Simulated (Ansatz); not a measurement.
# Molecular dynamics of GaH3O

The input (input.yaml):

```yaml
crystal:
  periodic: [false, false, false]
  atoms:
    - { symbol: Ga, position_ang: [0.069651, -0.064182, 0.005558] }
    - { symbol: H, position_ang: [-0.10048, -0.08801, 1.566134] }
    - { symbol: H, position_ang: [1.359095, 0.18849, -0.836544] }
    - { symbol: O, position_ang: [-1.379687, -0.36105, -1.008694] }
    - { symbol: H, position_ang: [-2.198879, -0.521949, -0.522954] }
basis:
  gaussian: { orbitals: def2-SVP }
hamiltonian:
  xc: b3lyp
  dispersion: d4
md:
  timestep: 1.0
  n_steps: 300
  ensemble: nve
  temperature: 200.0
  initial_velocities: maxwell_boltzmann
  seed: 671397
```

Command:

```bash
$ ansatz run input.yaml --threads 1 --pin off --max-ram 2048MiB --backend cpu --events-out ev --progress --plain --runs-dir out
```

It starts from a relaxed structure.

Output, in part (step lines, the closing report, with atoms numbered from 0):

```
md step     0: t =     0.00 fs  T =   200.0 K  F+E_penalty+E_count = -54467.33011669 eV  E_kin = 0.077556 eV  conserved = -54467.25256069 eV  (22 SCF iters)
[... lines left out ...]
Total energy: -54467.27722547 eV, -2001.6355187895 hartree
Atom 0 at     0.078182    -0.061842     0.011592 Å, force    -0.692112    -0.116938    -0.964356 eV/Å
Atom 1 at    -0.118334    -0.032453     1.552993 Å, force    -0.026183    -0.035493     0.212843 eV/Å
Atom 2 at     1.394173     0.158562    -0.830780 Å, force    -0.234696    -0.010696     0.109554 eV/Å
Atom 3 at    -1.419051    -0.363230    -1.035359 Å, force     0.601530    -0.096447     0.908463 eV/Å
Atom 4 at    -2.181406    -0.674813    -0.509709 Å, force     0.351461     0.259573    -0.266504 eV/Å
Dipole moment:    -0.018569    -0.058557     0.332529 e Å
```

The steps, from the saved trajectory:

| time (fs) | T (K) | potential energy less start (eV) | conserved less start (meV/atom) |
| --- | --- | --- | --- |
| 0.0 | 200 | 0.000 | 0.00 |
| 10.0 | 61 | 0.054 | 0.14 |
| 20.0 | 82 | 0.047 | 0.20 |
| 30.0 | 106 | 0.037 | 0.14 |
| 40.0 | 82 | 0.047 | 0.19 |
| 50.0 | 146 | 0.021 | 0.06 |
| 60.0 | 64 | 0.053 | 0.09 |
| 70.0 | 125 | 0.030 | 0.22 |
| 80.0 | 67 | 0.052 | 0.17 |
| 90.0 | 87 | 0.044 | 0.12 |
| 100.0 | 144 | 0.022 | 0.13 |
| 110.0 | 88 | 0.044 | 0.08 |
| 120.0 | 97 | 0.041 | 0.18 |
| 130.0 | 58 | 0.056 | 0.22 |
| 140.0 | 137 | 0.025 | 0.07 |
| 150.0 | 116 | 0.033 | 0.12 |
| 160.0 | 61 | 0.055 | 0.15 |
| 170.0 | 126 | 0.029 | 0.12 |
| 180.0 | 70 | 0.052 | 0.21 |
| 190.0 | 120 | 0.032 | 0.10 |
| 200.0 | 113 | 0.034 | 0.07 |
| 210.0 | 78 | 0.048 | 0.20 |
| 220.0 | 126 | 0.029 | 0.13 |
| 230.0 | 44 | 0.061 | 0.16 |
| 240.0 | 152 | 0.019 | 0.13 |
| 250.0 | 110 | 0.035 | 0.06 |
| 260.0 | 66 | 0.053 | 0.17 |
| 270.0 | 113 | 0.035 | 0.20 |
| 280.0 | 64 | 0.053 | 0.11 |
| 290.0 | 166 | 0.014 | 0.11 |
| 300.0 | 65 | 0.053 | 0.13 |

The run went to its last step. The conserved energy stayed within 0.27 meV per atom of its start (net change 0.13 meV per atom), so the integration is sound. Over the second half the temperature averaged 0.50 of the 200 K drawn at the start: a run that starts near a minimum puts about half its kinetic energy into the potential. A run of 0.3 ps of so small a system gives no equilibrium averages.

The same pairs are bonded in the first frame and the last. Pairs count as bonded within 1.25 times the sum of covalent radii (0.12 Å more for H–H).

Last frame:

```xyz
5
Properties=species:S:1:pos:R:3
Ga 0.078 -0.062 0.012
H -0.118 -0.033 1.553
H 1.394 0.159 -0.831
O -1.419 -0.363 -1.035
H -2.181 -0.675 -0.510
```

Run time: 6.9 min on 1 thread of Arm Neoverse V1, with other jobs on the host, peak memory 0.098 GiB.
